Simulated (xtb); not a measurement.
Si(H)(I)2(Me) (CH₄I₂Si), SMILES I[SiH](I)C. All values are semi-empirical tight-binding results from xtb (GFN2-xTB unless named), good for trends rather than for accurate numbers. Coordinates come from a GFN2-xTB optimisation.

The point group as xtb finds it is Cs, the orbital gap is 5.32 eV and the zero-point energy is 29.7 kcal/mol. The G − E(el) at 298.15 K (modified RRHO) is 7.9 kcal/mol and the static polarisability (D4 model) comes out as 104.9 bohr³. The solvation energy, GFN2-xTB/ALPB(water) is -3.3 kcal/mol. The solvation energy, GFN2-xTB/ALPB(chcl3) comes out as -10.0 kcal/mol.
